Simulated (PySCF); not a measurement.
## Finite-field polarisability of Si (silicon, neutral)

[Ne] 3s2 3p2, high-spin 3P determinant. Computed with PySCF 2.14 in dyall-acv3z (19s12p6d4f, 113 functions), with scalar relativity by spin-free X2C-1e. Frozen: [Ne]. Energy changes in a uniform field (μhartree):

| axis | F (au) | HF | MP2 | CCSD | CCSD(T) |
| --- | --- | --- | --- | --- | --- |
| x | 0.0025 | -101.599 | -100.416 | -99.137 | -99.296 |
| x | 0.005 | -406.544 | -401.833 | -396.720 | -397.357 |
| y | 0.0022 | -100.344 | -98.638 | -97.391 | -97.531 |
| y | 0.0044 | -401.931 | -395.103 | -390.114 | -390.681 |

By symmetry the remaining axis equals y.

Q: Derive α along x at CCSD(T) from the two fields.

A: With ΔE = −αF²/2 − γF⁴/24, α = −(16 ΔE(F) − ΔE(2F))/(6F²) = 31.77 bohr³.

Q: And the mean polarisability at each level?

A: The components xx, yy, zz at CCSD(T) are 31.77, 40.28, 40.28, the third axis being equal by symmetry to one of the two computed. Means: HF 38.47, MP2 37.87, CCSD 37.39, CCSD(T) 37.45 bohr³. Reference: 37.3 ± 0.7 bohr³ (recommended; Schwerdtfeger and Nagle, table of static dipole polarizabilities (2023 update)).
